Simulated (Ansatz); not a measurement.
```xyz
8

Si   -1.842    0.109   -0.256
S    -0.230   -1.154   -0.877
Si    1.373   -0.053   -0.026
Cl    1.455    1.866   -0.752
H    -1.539    0.689    1.085
H    -3.055   -0.752   -0.205
H     1.223    0.053    1.441
H     2.615   -0.757   -0.409
```

Charge 0, multiplicity 2.

Problem. List the PBE/def2-TZVPP orbital energies in eV (Ansatz 0.2.0). (Estimate.)

Solution. The calculation gave: α occupied: -2739.16, -2396.11, -1781.22, -1780.56, -249.74, -209.09, -190.43, -190.27, -190.26, -155.20, -155.15, -155.06, -138.82, -138.22, -95.61, -95.55, -95.49, -95.02, -94.96, -94.89, -20.80, -18.49, -13.64, -12.78, -10.03, -9.93, -9.62, -8.68, -8.56, -7.93, -7.72, -7.25, -5.13. α empty: -1.16, -1.04, -0.79, -0.26, 0.35, 0.43, 1.34, 2.41. β occupied: -2739.16, -2396.10, -1781.22, -1780.48, -249.74, -209.08, -190.43, -190.27, -190.26, -155.18, -155.13, -155.03, -138.82, -138.13, -95.61, -95.55, -95.49, -94.91, -94.83, -94.81, -20.79, -18.39, -13.52, -12.50, -9.99, -9.87, -9.57, -8.55, -8.44, -7.89, -7.68, -7.02. β empty: -3.62, -0.99, -0.94, -0.55, -0.13, 0.45, 0.71, 1.73. ⟨S²⟩ = 0.752.
